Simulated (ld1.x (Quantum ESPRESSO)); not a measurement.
**C, PAW: configuration errors across variants**

| Item | Value |
| --- | --- |
| Element | C |
| Generator | ld1.x (Quantum ESPRESSO) 7.5 |
| Type | PAW |
| Functional | PBE |
| Relativity | scalar-relativistic |
| Frozen core | [He] |
| Valence charge | 4 |
| Reference configuration | 2s1.5 2p2.5 |
| Partial waves | 2s (bound): rcut 0.85, rcutus 1.00 bohr; 2s channel at 2.35 Ry: rcut 0.85, rcutus 1.00 bohr; 2p (bound): rcut 2.00, rcutus 2.15 bohr; 2p channel at 1.2 Ry: rcut 2.00, rcutus 2.15 bohr |
| Local potential | all-electron potential smoothed inside 2.05 bohr (lloc = -2) |
| Core correction | a·sin(br)/r model core, default radius (ld1.x builds one for every PAW set, though the input has nlcc=.false.) |
| Augmentation charge | PSQ, inside the norm-conserving radii |

All-electron excitation energies from the reference (eV): (1) 2s2 2p2 -4.236; (2) 2s2 2p1 6.626; (3) 2s2 2p0 30.782; (4) 2s0 2p4 12.739; (5) 2s2 2p2.3 -5.394; (6) 2s1 2p2 15.379; (7) 2s1 2p3 4.242.

The overlap operator is not positive definite (basis up to 400 Ry) in “base”, “all radii but the core radius scaled by about 0.88 (s 0.88, p 1.90 bohr, rcut 0.76/1.78); local potential all-electron potential smoothed inside 1.82 bohr (lloc = -2)”, “all radii but the core radius scaled by about 1.04 (s 1.04, p 2.24 bohr, rcut 0.88/2.10); local potential all-electron potential smoothed inside 2.14 bohr (lloc = -2)”, “all radii but the core radius scaled by about 1.16 (s 1.16, p 2.48 bohr, rcut 0.98/2.32); local potential all-electron potential smoothed inside 2.38 bohr (lloc = -2)”. Such files are unfit for use, however small their errors in these radial tests.

2 further variants failed, have other tests or too few solved ones, and are left out.

Errors AE − PS in meV (a dash: test not solved or not reliable):

```tsv
change	(1)	(2)	(3)	(4)	(5)	(6)	(7)	bound ghosts
base	-0.1	-0.3	+13	-1.3	0.0	-1.1	-0.1	not determined (overlap not positive)
all radii but the core radius scaled by about 0.88 (s 0.88, p 1.90 bohr, rcut 0.76/1.78); local potential all-electron potential smoothed inside 1.82 bohr (lloc = -2)	0.0	0.0	+7.6	-0.8	0.0	-0.8	-0.1	not determined (overlap not positive)
all radii but the core radius scaled by about 1.04 (s 1.04, p 2.24 bohr, rcut 0.88/2.10); local potential all-electron potential smoothed inside 2.14 bohr (lloc = -2)	-0.1	-0.3	+48	-1.4	0.0	-0.7	-0.1	not determined (overlap not positive)
all radii but the core radius scaled by about 1.16 (s 1.16, p 2.48 bohr, rcut 0.98/2.32); local potential all-electron potential smoothed inside 2.38 bohr (lloc = -2)	-0.1	-0.9	-8.6	-1.6	0.0	-1.8	-0.2	not determined (overlap not positive)
```

Question: Give the same row for: all radii but the core radius scaled by about 1.35 (s 1.36, p 2.90 bohr, rcut 1.14/2.70); local potential all-electron potential smoothed inside 2.76 bohr (lloc = -2).

Answer: -0.1, -1.4, -1.0, -1.6, -0.1, -2.6, -0.2; bound ghosts: none.
